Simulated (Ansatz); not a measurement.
`FC1=C[C@@H](F)[C@H](F)C1`. The species carries charge 0 and has multiplicity 1.

| atom | x (Å) | y (Å) | z (Å) |
| --- | --- | --- | --- |
| F1 | -0.8979 | -1.5452 | 1.9400 |
| C2 | -0.3689 | -0.8302 | 0.9584 |
| C3 | 0.8377 | -1.0078 | 0.4383 |
| C4 | 1.0456 | -0.0297 | -0.6602 |
| F5 | 1.0603 | -0.6698 | -1.8979 |
| C6 | -0.1633 | 0.9185 | -0.5852 |
| F7 | 0.2494 | 2.1284 | -0.0568 |
| C8 | -1.1719 | 0.2691 | 0.3581 |
| H9 | 1.5575 | -1.7563 | 0.7362 |
| H10 | 1.9753 | 0.5415 | -0.5910 |
| H11 | -0.5558 | 1.1088 | -1.5858 |
| H12 | -1.5126 | 0.9921 | 1.1031 |
| H13 | -2.0553 | -0.1193 | -0.1572 |

Q: List the harmonic frequencies (cm⁻¹, unscaled) at PBE0-D4/def2-TZVP in Ansatz. (An estimate is asked.)

A: Ansatz gave: 55, 146, 301, 352, 381, 477, 493, 528, 644, 749, 866, 883, 930, 964, 1019, 1049, 1080, 1109, 1199, 1231, 1276, 1303, 1316, 1363, 1389, 1400, 1460, 1751, 3070, 3090, 3111, 3118, 3253.

Q: Is this a minimum?

A: Yes, all 33 modes are real.

Q: Give the ideal-gas thermochemistry at 298.15 K and 1 bar (rigid rotor, harmonic oscillator; point group C1, symmetry number 1).

A: Zero-point energy 247.4 kJ/mol; H(298) − E = 267.6 kJ/mol; entropy 348.7 J/(mol·K), of which translation 168.8, rotation 118.6, vibration 61.3; G(298) − E = 163.6 kJ/mol. Modes under 100 cm⁻¹ are hindered rotations or soft bends, so the harmonic entropy is rough.
